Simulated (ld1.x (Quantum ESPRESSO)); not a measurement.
Values are calculated unless marked as measured or tabulated.
## Potentials for sulfur (S) compared

Generated with ld1.x 7.5 (TM, RRKJ, ultrasoft, PAW), atompaw 4.2 or ONCVPSP 4.0.1. The cutoff is in Ry: for ld1.x and atompaw files where the sum of valence levels is converged to 10 mRy in a Bessel basis, for ONCV files where the hardest occupied wave has 1 mHa per electron of residual kinetic energy. The error is the largest all-electron minus pseudo excitation energy over each file’s own four to seven test configurations (ionisations up to +4, promotions, holes and added fractions of an electron), all of which were solved. The labels leave out finer settings (local radius, basis sizes, second energies), which also bear on the numbers. Spin-polarised tests are not counted. The rows are a selection from randomly drawn settings: files with unsolved tests, undetermined cutoffs or missed reference levels are left out.

```csv
potential,cutoff (Ry),largest error (meV),bound ghosts
"TM, PBE, scalar-relativistic, rc 1.15/1.45 (sp), local s, core correction yes, reference 3s2 3p4",55,+222,none
"TM, PBE, non-relativistic, rc 1.35/1.00 (sp), local smoothed, core correction yes, reference 3s2 3p2",140,+41,none
"PAW, PBE, scalar-relativistic, rc 1.30/1.95 (sp), local smoothed, core correction yes, reference 3s2 3p4",21,-52,none
"RRKJ, PW91, scalar-relativistic, rc 1.10/1.55/1.55 (spd), local s, core correction yes, reference 3s2 3p4",60,+110,none
"TM, PBEsol, non-relativistic, rc 1.10/1.75 (sp), local smoothed, core correction yes, reference 3s1.75 3p4.25",60,+118,none
"TM, revPBE, scalar-relativistic, rc 1.50/1.10/1.55 (spd), local d, core correction no, reference 3s2 3p4",90,+64,none
```

Task: Fill in the row for S: ultrasoft, PBE, non-relativistic, rc 1.45/1.65/1.60 (spd), local smoothed, core correction yes, reference 3s2 3p4.

Result: cutoff 18 Ry, largest error +65 meV, bound ghosts: none.

Task: Fill in the row for S: PAW, PBE, non-relativistic, rc 1.35/1.55/1.45 (spd), local smoothed, core correction yes, reference 3s2 3p3.

Result: cutoff 21 Ry, largest error -80 meV, bound ghosts: none.
